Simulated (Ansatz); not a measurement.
`C[SiH2]BN`. The species carries charge 0 and has multiplicity 1. Geometry: relaxed with PBE0-D4/def2-TZVP. It is one conformer, not always the lowest.

```xyz
12

C     0.346    1.440   -1.375
Si   -0.676    0.560   -0.063
B     0.425   -0.714    1.048
N     0.069   -2.049    1.167
H     0.784    0.723   -2.073
H    -0.265    2.141   -1.947
H     1.163    1.999   -0.912
H    -1.804   -0.166   -0.730
H    -1.306    1.588    0.820
H     1.414   -0.358    1.630
H     0.590   -2.714    1.716
H    -0.740   -2.448    0.720
```

(1) What is the dipole moment at ωB97M-V/def2-TZVPP? (Best estimate.)

(2) And with PBE, r2SCAN, B3LYP? (Estimate.)

(3) Give the Mulliken charges with ωB97M-V, r2SCAN, PBE in def2-TZVPP. (Best estimate.)

Answers

(1) Ansatz gave: 2.00 D, with components (0.32, -1.97, 0.12) D in this frame, pointing from negative to positive charge.

(2) The calculation gave: PBE 2.04 D, r2SCAN 2.00 D, B3LYP 1.98 D.

(3) The calculation gave: 
| atom | ωB97M-V | r2SCAN | PBE |
| --- | --- | --- | --- |
| C1 | -0.46 | -0.30 | -0.38 |
| Si2 | 0.13 | 0.23 | 0.12 |
| B3 | -0.04 | 0.02 | 0.00 |
| N4 | -0.20 | -0.29 | -0.23 |
| H5 | 0.11 | 0.07 | 0.10 |
| H6 | 0.12 | 0.07 | 0.10 |
| H7 | 0.12 | 0.07 | 0.11 |
| H8 | -0.06 | -0.11 | -0.09 |
| H9 | -0.05 | -0.10 | -0.08 |
| H10 | 0.05 | -0.03 | -0.01 |
| H11 | 0.14 | 0.18 | 0.18 |
| H12 | 0.14 | 0.18 | 0.18 |

B3LYP here is the variant with VWN-RPA as its local correlation; programs differ in this.
